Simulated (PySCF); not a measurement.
## Multinuclear NMR of isopropyl propionate

Geometry (Å), atoms numbered from 1 in this order:
```xyz
20

C     3.3030    0.5878   -0.2761
C     1.9301    0.5085   -0.9270
C     0.8375    0.2492    0.0883
O     1.0008    0.1248    1.2730
O    -0.3498    0.1813   -0.5194
C    -1.5056   -0.0742    0.2975
C    -1.6414   -1.5739    0.5391
C    -2.7065    0.5004   -0.4395
H     3.5304   -0.3433    0.2365
H     4.0667    0.7748   -1.0268
H     3.3255    1.3890    0.4579
H     1.6878    1.4378   -1.4469
H     1.8929   -0.2949   -1.6658
H    -1.3578    0.4392    1.2568
H    -1.7260   -2.0958   -0.4116
H    -2.5267   -1.7735    1.1359
H    -0.7694   -1.9455    1.0718
H    -2.5699    1.5648   -0.6109
H    -3.6070    0.3478    0.1482
H    -2.8196    0.0063   -1.4010
```

Calculated, not measured (PySCF 2.14.0 with density-fitted response routines): geometry: GFN2-xTB, shielding tensors at PBE0/pcSseg-1 (GIAO). Single conformer, equivalent nuclei averaged, non-relativistic, isolated molecule.

Question: What are the ¹⁷O shifts?

Answer: 
```tsv
atoms	environment	σ (ppm)	δ (ppm)
O4	ester carbonyl oxygen	-93.8	352.2
O5	ester alkoxy oxygen	98.6	176.9
```

Shieldings were converted by a linear fit to measured shifts: ¹⁷O: δ = 266.70 − 0.911σ (rms 10.7 ppm, 155 shifts, 12.2 ppm with the 3 outliers that the fit left out vs liquid water, solution or neat liquid). Occasional misses reach two or three times the rms, and more in compound classes unlike the fitted ones.

On a 400 MHz spectrometer ¹⁷O resonates near 54.2 MHz, so 1 ppm is 54.2 Hz.
